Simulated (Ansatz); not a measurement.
## Br2 (bromine): from total energies to a heat of formation

Br2: 2 atoms, total charge 0, spin state singlet. SMILES: `BrBr`. The shape was relaxed beforehand at PBE0/def2-SVP.

```tsv
atom	x (Å)	y (Å)	z (Å)
Br	0.9803	-0.3278	0.5023
Br	-0.9803	0.3278	-0.5023
```

Total energies at HF/def2-TZVPP (Ansatz 0.2.0); the atoms run unrestricted:

```
species    state   energy (Eh)
    Br2  singlet  -5144.820540
     Br  doublet  -2572.398101
```

Harmonic wavenumbers at PBE0-D4/def2-TZVP, in cm⁻¹: 334.

Measured heats of formation of the gaseous atoms at 298.15 K, in kJ/mol: Br 111.9. Spin-orbit lowering of the atoms at 298 K (mean of the ground term's levels less their thermal mean, from spectra), in kJ/mol: Br 14.69. Take 1 Eh = 2625.50 kJ/mol, 1 cm⁻¹ = 0.0119627 kJ/mol, RT = 2.479 kJ/mol.

Task: What heat of formation follows?

Result: 
1. Electronic atomisation energy: 2 × (-2572.398101) − (-5144.820540) = 0.024338 Eh = 63.9 kJ/mol.
2. Zero-point energy: half the sum of the wavenumbers, 167 cm⁻¹ = 2.0 kJ/mol.
3. Thermal vibrational enthalpy, Σ hcν̃/(exp(hcν̃/kT) − 1): 1.0 kJ/mol. Translation, rotation and pV of a linear molecule: 3.5 RT = 8.7 kJ/mol.
4. The 2 free atoms carry 5/2 RT each: 12.4 kJ/mol.
5. Spin-orbit coupling lowers the free atoms by 2 × 14.69 = 29.4 kJ/mol.
6. Atomisation enthalpy at 298 K: 63.9 − 29.4 − 2.0 − 1.0 − 8.7 + 12.4 = 35.2 kJ/mol.
7. Sum of the atoms' heats of formation: 223.8 kJ/mol. Heat of formation: 223.8 − 35.2 = +188.6 kJ/mol.

The tabulated value is +30.9 kJ/mol (Active Thermochemical Tables), so this level is off by +157.7 kJ/mol, or 81.8 % of the atomisation enthalpy that the table implies (192.8 kJ/mol). Hartree–Fock leaves out correlation, which is larger in the molecule than in the atoms, so it underbinds and puts the heat of formation too high. Relativity is left out. Anharmonicity and any spin-orbit splitting of the molecule are left out.
